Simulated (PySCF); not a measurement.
# Computed vibrations of [Ho(BH4)2]+

[Ho(BH4)2]+ (singlet in the valence; each metal's 4f electrons, 10 of them, lie in its core potential, out of spins and levels). PySCF 2.14.0, RKS PBE0, Ho lcecp-1-SVP with ECP56, B def2-SVP, H def2-SVP; non-relativistic Hamiltonian with scalar-relativistic core potentials where named; density fitting; no spin-orbit coupling. Central differences of gradients.

```xyz
11

Ho    0.0000    0.0000   -0.1828
B     2.0245   -0.0268    1.0122
H     3.0087   -0.0315    1.6933
H     1.1938   -0.9417    1.3116
H     2.2078   -0.1554   -0.2284
H     1.3322    1.0350    1.1229
B    -2.0246    0.0268    1.0121
H    -3.0088    0.0314    1.6932
H    -1.1938    0.9416    1.3116
H    -2.2078    0.1554   -0.2284
H    -1.3322   -1.0350    1.1229
```

Run from Python with OMP_NUM_THREADS=2. Where DIIS fails, smearing, a level shift and second-order steps follow.
It took 120 s on 2 threads of Arm Neoverse V1, with other jobs on the host.

(1) What are the harmonic wavenumbers and infrared intensities?

(2) Is this a minimum?

An lcecp potential fixes the number of 4f electrons, so in runs with it no electron can move into or out of that shell.

Results:

(1) Modes are labelled in C2; negative numbers are unstable modes, those under 60 cm⁻¹ near the noise; a finer grid moves soft modes by up to 10 cm⁻¹.
```tsv
cm⁻¹	km/mol	symmetry
-64	–	a
125	4.9	a
147	0.1	b
551	59.8	b
567	9.9	a
614	12.9	b
648	0.0	a
654	0.1	b
655	0.0	a
1080	1.4	a
1084	9.9	b
1090	5.6	a
1111	24.8	b
1239	199.3	b
1258	60.4	a
1285	201.8	b
1292	17.1	a
1300	10.5	b
1306	0.1	a
2176	0.9	a
2182	151.3	b
2194	352.6	b
2197	8.4	a
2250	6.7	b
2255	200.2	a
2720	22.1	b
2721	8.5	a
```

(2) No: 1 unstable; the lowest moves the atoms so:
```
Ho   0.00  0.00  0.00
B    0.01 -0.02 -0.02
H    0.01 -0.06 -0.02
H    0.17 -0.26 -0.29
H    0.03  0.39 -0.06
H   -0.17 -0.18  0.31
B   -0.01  0.02 -0.02
H   -0.01  0.06 -0.02
H   -0.17  0.26 -0.29
H   -0.03 -0.39 -0.06
H    0.17  0.18  0.31
```
